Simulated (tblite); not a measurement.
C₆H₁₁ClOSi.
Geometry (GFN2-xTB, Å), atoms numbered from 1 in this order:
```
atom  x, y, z in Å
C1     3.3257   -0.4617    0.1513
C2     2.1478   -0.0466    0.5766
C3     1.0999    0.5734   -0.2902
C4    -0.2103   -0.2150   -0.2221
C5    -1.2851    0.3557   -1.1573
C6    -2.6373   -0.1329   -0.6409
O7    -2.6351   -0.0810    0.7703
Si8   -1.1555   -0.2282    1.4439
Cl9   -0.8209    1.3413    2.6468
H10    4.0513   -0.9023    0.8135
H11    3.6206   -0.3694   -0.8817
H12    1.8719   -0.1481    1.6189
H13    0.9193    1.5975    0.0510
H14    1.4511    0.6179   -1.3248
H15    0.0017   -1.2464   -0.5220
H16   -1.2628    1.4463   -1.0996
H17   -1.1379    0.0603   -2.1962
H18   -2.8162   -1.1695   -0.9460
H19   -3.4638    0.4872   -0.9947
H20   -1.0697   -1.4679    2.2001
```

Method: GFN2-xTB as coded in tblite; computed harmonic values from a numerical Hessian at the method's own geometry, unscaled. Errors from tens to a few hundred cm⁻¹ against measured bands are possible. Modes of hydrogen on silicon can be 10 to 20 % off. One conformer, not necessarily the lowest.

Harmonic wavenumbers (cm⁻¹): 51.7, 65.0, 75.4, 109.1, 162.0, 191.9, 219.6, 322.2, 348.6, 435.2, 447.7, 516.3, 563.7, 605.5, 636.3, 675.8, 704.0, 811.0, 877.9, 896.4, 922.3, 953.5, 964.0, 1016.8, 1024.8, 1071.9, 1092.2, 1098.9, 1127.9, 1164.2, 1179.9, 1202.4, 1258.2, 1279.7, 1290.3, 1312.4, 1325.5, 1329.8, 1417.6, 1478.1, 1481.6, 1489.1, 1721.1, 2327.5, 2920.4, 2929.5, 2943.4, 2963.3, 2966.9, 2975.5, 2994.6, 3049.0, 3096.4, 3124.0.

A = 1520, B = 893.6, C = 633.8 MHz; mass 162.027 u (most abundant isotopes); point group C1, symmetry number 1.

Q: Zero-point energy?

A: ½Σν̃ = 34604 cm⁻¹ = 413.96 kJ/mol.

Q: Give the ideal-gas entropy at 298.15 K and 1 bar in the rigid-rotor, harmonic-oscillator model (classical rotation).

A: Translation 172.31, rotation 126.78, vibration 131.32: S = 430.4 J/(mol K).

Q: And Cp and H(298.15 K) − H(0)?

A: Cp = 167.66 J/(mol K), of which vibrations give 134.40 (their classical limit is 54 R = 449.0); H(298.15 K) − H(0) = 30.20 kJ/mol without the zero-point energy, 20.28 from vibrations.

Q: Which modes carry the vibrational entropy at 298.15 K?

A: 51.7 cm⁻¹: 19.88; 65.0 cm⁻¹: 17.99; 75.4 cm⁻¹: 16.77; 109.1 cm⁻¹: 13.74; 162.0 cm⁻¹: 10.57; 191.9 cm⁻¹: 9.24 J/(mol K); the other 48 give 43.12 together.

Q: Blend soft modes into free rotors: weight 1/[1 + (100 cm⁻¹/ν̃)⁴] for the oscillator and the rest for a rotor with moment μB/(μ + B), μ = h/(8π²ν), B = 10⁻⁴⁴ kg m². What vibrational entropy results?

A: 119.20 J/(mol K) in place of 131.32, which changes −T·S at 298.15 K by +3.61 kJ/mol.

Q: How do the functions run with temperature in this model?

A: 
```tsv
T (K)	S (J/(mol K))	Cp (J/(mol K))	H − H(0) (kJ/mol)	G − H(0) (kJ/mol)	ln q(vib)
150	341.0	102.0	10.37	-40.78	3.48
250	402.9	145.2	22.67	-78.06	6.29
400	486.2	213.5	49.65	-144.83	10.40
600	587.0	283.7	99.82	-252.35	15.81
900	715.6	349.7	195.70	-448.37	23.53
```

q(vib) and H(0) count from the zero-point level.

Hindered rotation and anharmonicity are outside this model. Other conformers, if any are populated, would add a mixing term that is left out. The structure is chiral; the term R ln 2 for an equal mix with its mirror image is left out.
